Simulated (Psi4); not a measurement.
arsenic atom (As), quartet. Base run: Psi4 with TPSS/cc-pVTZ.

The Psi4 input:
```
memory 2 GB

molecule mol {
0 4
As    0.000000    0.000000    0.000000
}

set {
  basis cc-pvtz
  reference uks
}

energy('tpss')
print_variables()
```

Variants of this job, named by their change:

| change | E (Eh) | <S^2> |
|---|---|---|
| base | -2235.80096 | 3.751 |
| functional = bhhlyp | -2235.84273 | 3.750 |
| functional = blyp | -2235.89909 | 3.750 |
| functional = b97m-v | -2235.43245 | 3.752 |
| functional = m11 | -2235.58040 | 3.751 |
| functional = hse06 | -2235.56972 | 3.750 |
| functional = b3lyp | -2235.89132 | 3.750 |
| functional = tpssh | -2235.79989 | 3.751 |
| functional = wb97x-v | -2235.63576 | 3.750 |
| functional = pbe0 | -2235.58129 | 3.751 |
| functional = x3lyp | -2235.78967 | 3.750 |
| functional = m06-l | -2235.77831 | 3.753 |
| functional = cam-b3lyp | -2235.97297 | 3.750 |

Totals shift with the method and basis; they matter in differences.

Open shells are given as the SCF converged; they aren't shown to be the lowest states, and a large step between rows can be another state.
